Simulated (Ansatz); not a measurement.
Reaction (hydrogenolysis of a C–C bond): `C[N](C)[Ti]1234([CH3])([CH3])[C@@H]5[C@H]1[C@H]2[C@@]3(C)[C@@H]54` + H₂ → `C[N](C)[Ti]1234([CH3])([CH3])[C@H]5[C@@H]1[C@@H]2[C@@H]3[C@H]54` + CH₄

Computed with Ansatz on PBE0-D4/def2-TZVP structures; ΔE is electronic, products minus reactants. CCSD(T)/CBS is the MP2 limit (def2-TZVPP, def2-QZVPP) plus CCSD(T) − MP2 in def2-TZVPP, frozen cores. This one scheme is used for every species. Functionals use def2-TZVPP. HSE06 is defined as in plane-wave codes. For Ti outer-core shells are correlated without core-valence functions, which leaves a few kJ/mol of doubt a bond. Scalar relativity is left out up to krypton. One conformer a species, not always the lowest.

```csv
level,ΔE (kJ/mol),difference from CCSD(T)/CBS
BLYP-D4,-52.9,0.1
HSE06-D4,-54.9,-1.9
BHLYP-D4,-60.6,-7.6
CAM-B3LYP-D4,-58.6,-5.6
ωB97M-V,-55.6,-2.6
HSE06,-63.2,-10.2
HF/def2-SVP,-78.2,-25.2
CCSD/def2-SVP,-54.8,-1.8
CCSD(T)/def2-TZVPP,-53.0,0.0
HF/CBS(def2),-81.6,-28.6
CCSD(T)/CBS,-53.0,0
```

Largest T1 diagnostic among the species: 0.019.

At CCSD(T), def2-SVP lies +3.5 kJ/mol from the extrapolated value and def2-TZVPP −0.0 kJ/mol. Leaving LDA and LC-ωPBE aside and taking each functional with its dispersion term where it has one, the values, not all of them listed here, spread over 16.3 kJ/mol, from B2PLYP to revPBE-D4. LDA lies +14.1 kJ/mol from PBE without D4. In def2-TZVPP, CCSD(T) changes the Hartree–Fock value by +28.5 kJ/mol (the triples alone add +5.9 kJ/mol) and MP2 by +35.5 kJ/mol.
